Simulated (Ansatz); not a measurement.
Input for Ansatz (a program for electronic structure): R-SVWN5/def2-TZVPP on H4OSeSi (SMILES [SiH3]O[SeH]), a point of a torsion scan.

Ansatz 0.2 input:
```yaml
crystal:
  periodic: [false, false, false]
  atoms:
    - {symbol: Si, position_ang: [0.79127292, -0.20397164, 0.06716759]}
    - {symbol: O, position_ang: [-0.34124890, 0.94626363, -0.18425400]}
    - {symbol: Se, position_ang: [-2.15724653, 0.92892715, 0.02483031]}
    - {symbol: H, position_ang: [0.54689712, -1.36789408, -0.78721439]}
    - {symbol: H, position_ang: [1.94073459, 0.59941074, -0.32629702]}
    - {symbol: H, position_ang: [0.80030310, -0.62523723, 1.46962933]}
    - {symbol: H, position_ang: [-2.24752470, 2.31241558, -0.42006430]}
basis:
  gaussian:
    orbitals: def2-TZVPP
hamiltonian:
  xc: {name: SVWN5}
scf: {lower_state_search: off}
```

It printed:

```
WARN ansatz: RAYON_NUM_THREADS=2 ignored (pool sized by the plan → 2); use --threads N
Functional definition: SVWN5
these checks for a lower state are left out or cut short: stability, starts, cluster_reference, orbital_swaps, neighbouring_geometries, increment
integrals: 0.09 GiB planned
1062 factors; their error is unknown
mean field: 0.64 GiB planned
mean field evaluation 1: about -75194.3070 eV, gradient 6.2e1 eV
mean field evaluation 2: about -75129.0679 eV, gradient 1.7e2 eV
mean field evaluation 4: about -75200.7888 eV, gradient 8.3e0 eV
mean field evaluation 8: about -75200.9519 eV, gradient 2.0e-1 eV
mean field evaluation 16: about -75200.9066 eV, gradient 1.4e-4 eV
mean field -75200.90662150 eV, -2763.5823453348 hartree, gradient 2.8e-6 eV, S^2 0.000000; 0 other end points of the search recorded, 0 dependent functions left out
reference -75200.90665747 eV, -2763.5823466566 hartree; 30, 30 occupied and 147, 147 virtual orbitals, 1062 factors
Total energy: -75200.90665747 eV, -2763.5823466566 hartree
Checks for a lower state left out: stability, starts, cluster_reference, orbital_swaps, neighbouring_geometries, increment
```

Self-consistency was reached.

Cost: about 1.4 core-seconds (a rough figure).
